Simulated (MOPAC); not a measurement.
MOPAC input (AM1):

```
AM1 1SCF UHF MS=0.5 GEO-OK AUX(PRECISION=9) THREADS=1
C4H2BrSe

Br    2.27667200 1   -0.59102400 1   -0.17203300 1
C     0.40717800 1   -0.27853600 1   -0.02591600 1
C    -0.51556600 1   -1.38042700 1    0.08147000 1
C    -1.77782400 1   -0.93428300 1    0.17352500 1
Se   -1.99636800 1    0.90979000 1    0.13986100 1
C    -0.11540900 1    0.96986900 1   -0.01766700 1
H    -0.20600000 1   -2.41456500 1    0.08485500 1
H     0.40873800 1    1.90782100 1   -0.08742600 1
```

Output:

```
 *******************************************************************************
 **                                                                           **
 **                              MOPAC v23.2.5                                **
 **                                                                           **
 *******************************************************************************
 ** MOPAC's Digital Object Identifier: https://doi.org/10.5281/zenodo.6511958 **
 **                                                                           **
 ** Please cite the open-source release paper for use of this MOPAC version:  **
 ** J. E. Moussa and J. J. P. Stewart (2026)                                  **
 ** MOPAC: An open-source semiempirical molecular orbital program             **
 ** J. Open Source Softw., 11(119), 8025, https://doi.org/10.21105/joss.08025 **
 *******************************************************************************

                              AM1 CALCULATION RESULTS

 *******************************************************************************
 *  AM1        - The AM1 Hamiltonian to be used
 *  GEO-OK     - OVERRIDE INTERATOMIC DISTANCE AND OTHER SAFETY CHECKS
 *  UHF        - UNRESTRICTED HARTREE-FOCK CALCULATION
 *  MS=        - IN MECI, MAGNETIC COMPONENT OF SPIN =  0.5
 *  1SCF       - DO 1 SCF AND THEN STOP
 *  AUX        - OUTPUT AUXILIARY INFORMATION
 *******************************************************************************
AM1 1SCF UHF MS=0.5 GEO-OK AUX(PRECISION=9) THREADS=1
 C4H2BrSe

   ATOM   CHEMICAL          X               Y               Z
  NUMBER   SYMBOL      (ANGSTROMS)     (ANGSTROMS)     (ANGSTROMS)

     1      Br          2.27667200  *  -0.59102400  *  -0.17203300  *
     2       C          0.40717800  *  -0.27853600  *  -0.02591600  *
     3       C         -0.51556600  *  -1.38042700  *   0.08147000  *
     4       C         -1.77782400  *  -0.93428300  *   0.17352500  *
     5      Se         -1.99636800  *   0.90979000  *   0.13986100  *
     6       C         -0.11540900  *   0.96986900  *  -0.01766700  *
     7       H         -0.20600000  *  -2.41456500  *   0.08485500  *
     8       H          0.40873800  *   1.90782100  *  -0.08742600  *

          CARTESIAN COORDINATES

    NO.       ATOM           X           Y           Z

     1        Br          2.2767     -0.5910     -0.1720
     2         C          0.4072     -0.2785     -0.0259
     3         C         -0.5156     -1.3804      0.0815
     4         C         -1.7778     -0.9343      0.1735
     5        Se         -1.9964      0.9098      0.1399
     6         C         -0.1154      0.9699     -0.0177
     7         H         -0.2060     -2.4146      0.0849
     8         H          0.4087      1.9078     -0.0874

  H: (AM1): M.J.S. DEWAR ET AL, J. AM. CHEM. SOC. 107 3902-3909 (1985)
  C: (AM1): M.J.S. DEWAR ET AL, J. AM. CHEM. SOC. 107 3902-3909 (1985)
 Se: (AM1): J. J. P. STEWART, J. MOL. MOD., 10, 155-164 (2004)
 Br: (AM1): M.J.S. DEWAR AND E. G. ZOEBISCH, THEOCHEM, 180, 1 (1988).

           Empirical Formula: C4 H2 Br Se  =     8 atoms

      MOLECULAR POINT GROUP   :   Cs

          UHF CALCULATION, NO. OF ALPHA ELECTRONS =   16
                           NO. OF BETA  ELECTRONS =   15

 -------------------------------------------------------------------------------
 AM1 1SCF UHF MS=0.5 GEO-OK AUX(PRECISION=9) THREADS=1
 C4H2BrSe

     1SCF WAS SPECIFIED, SO BFGS WAS NOT USED
     SCF FIELD WAS ACHIEVED

                              AM1 CALCULATION
                                                       MOPAC v23.2.5 Linux

          FINAL HEAT OF FORMATION =        113.70813 KCAL/MOL =     475.75480 KJ/MOL

          COSMO AREA              =        140.50 SQUARE ANGSTROMS
          COSMO VOLUME            =        135.30 CUBIC ANGSTROMS

          IONIZATION POTENTIAL    =          8.077749 EV
          ALPHA SOMO LUMO (EV)    =         -8.078 -0.111
          BETA  SOMO LUMO (EV)    =         -8.086 -0.691
          NO. OF ALPHA ELECTRONS  =         16
          NO. OF BETA  ELECTRONS  =         15
          MOLECULAR WEIGHT        =        208.9238         POINT GROUP:  Cs

          MOLECULAR DIMENSIONS (Angstroms)

            Atom       Atom       Distance
           Se     5   Br     1     4.53967
            H     8    H     7     4.28807
           Se     5    C     2     0.00000

          SCF CALCULATIONS        =          1

   ATOM   CHEMICAL          X               Y               Z
  NUMBER   SYMBOL      (ANGSTROMS)     (ANGSTROMS)     (ANGSTROMS)

     1      Br          2.27667200  *  -0.59102400  *  -0.17203300  *
     2       C          0.40717800  *  -0.27853600  *  -0.02591600  *
     3       C         -0.51556600  *  -1.38042700  *   0.08147000  *
     4       C         -1.77782400  *  -0.93428300  *   0.17352500  *
     5      Se         -1.99636800  *   0.90979000  *   0.13986100  *
     6       C         -0.11540900  *   0.96986900  *  -0.01766700  *
     7       H         -0.20600000  *  -2.41456500  *   0.08485500  *
     8       H          0.40873800  *   1.90782100  *  -0.08742600  *

                             CARTESIAN COORDINATES

   1   Br        2.276672000    -0.591024000    -0.172033000
   2    C        0.407178000    -0.278536000    -0.025916000
   3    C       -0.515566000    -1.380427000     0.081470000
   4    C       -1.777824000    -0.934283000     0.173525000
   5   Se       -1.996368000     0.909790000     0.139861000
   6    C       -0.115409000     0.969869000    -0.017667000
   7    H       -0.206000000    -2.414565000     0.084855000
   8    H        0.408738000     1.907821000    -0.087426000

           Empirical Formula: C4 H2 Br Se  =     8 atoms

      MOLECULAR POINT GROUP   :   Cs

          ALPHA EIGENVALUES
 -37.29728 -31.72209 -28.84231 -24.00591 -19.29057 -18.40427 -16.27030 -14.17751
 -13.68693 -12.91623 -11.66159 -11.43341 -10.92444 -10.53410  -9.74499  -8.07775
  -0.11083  -0.02274   0.04776   1.19565   1.61671   3.88682   4.56439   4.83636
   4.89068   5.27580

           BETA EIGENVALUES
 -37.12181 -31.57388 -28.77594 -23.24857 -19.23864 -17.93387 -15.70899 -14.16200
 -13.55919 -12.33688 -11.49982 -11.12458 -10.89723  -9.70381  -8.08601  -0.69137
  -0.03303   0.39180   0.91053   1.54364   1.82211   3.80571   4.53728   4.76851
   5.12687   5.48159

              NET ATOMIC CHARGES AND DIPOLE CONTRIBUTIONS

  ATOM NO.   TYPE          CHARGE      No. of ELECS.   s-Pop       p-Pop
    1         Br           0.044988        6.9550     1.96882     4.98620
    2          C          -0.163171        4.1632     1.22490     2.93828
    3          C          -0.168482        4.1685     1.21616     2.95232
    4          C          -0.243454        4.2435     1.42857     2.81489
    5         Se           0.543327        5.4567     1.94258     3.51409
    6          C          -0.348579        4.3486     1.29654     3.05204
    7          H           0.170797        0.8292     0.82920
    8          H           0.164575        0.8354     0.83542
 DIPOLE           X         Y         Z       TOTAL
 POINT-CHG.    -2.194     2.578     0.109     3.387
 HYBRID         0.782    -0.853    -0.041     1.158
 SUM           -1.412     1.725     0.069     2.230

          ATOMIC ORBITAL ELECTRON POPULATIONS

     Atom    s        px        py        pz
    1 Br   1.96882   1.04851   1.96672   1.97097
    2  C   1.22490   0.90531   0.93725   1.09572
    3  C   1.21616   0.89926   0.98727   1.06579
    4  C   1.42857   0.90451   0.89247   1.01791
    5 Se   1.94258   0.90184   0.85300   1.75925
    6  C   1.29654   0.99913   0.97942   1.07349
    7  H   0.82920
    8  H   0.83542

                    (SZ)    =    0.500000
                    (S**2)  =    1.016648

          ATOMIC ORBITAL SPIN POPULATIONS

    Atom   Total    s     px     py     pz
         Atomic
    1 Br -0.0069  0.001 -0.017 -0.001  0.011
    2  C  0.3715  0.039  0.040  0.048  0.244
    3  C -0.4357 -0.025 -0.042 -0.037 -0.332
    4  C  1.3613  0.181  0.451  0.332  0.397
    5 Se  0.0043  0.001  0.021  0.005 -0.022
    6  C -0.3403 -0.019 -0.007 -0.022 -0.293
    7  H  0.0267  0.027
    8  H  0.0191  0.019

 **********************
 *                    *
 * JOB ENDED NORMALLY *
 *                    *
 **********************

 == MOPAC DONE ==
```

The geometry given is a B3LYP-D3(BJ)/def2-TZVP minimum.

The determinant is spin-contaminated: <S^2> is 1.02 against 0.75 for a pure state.
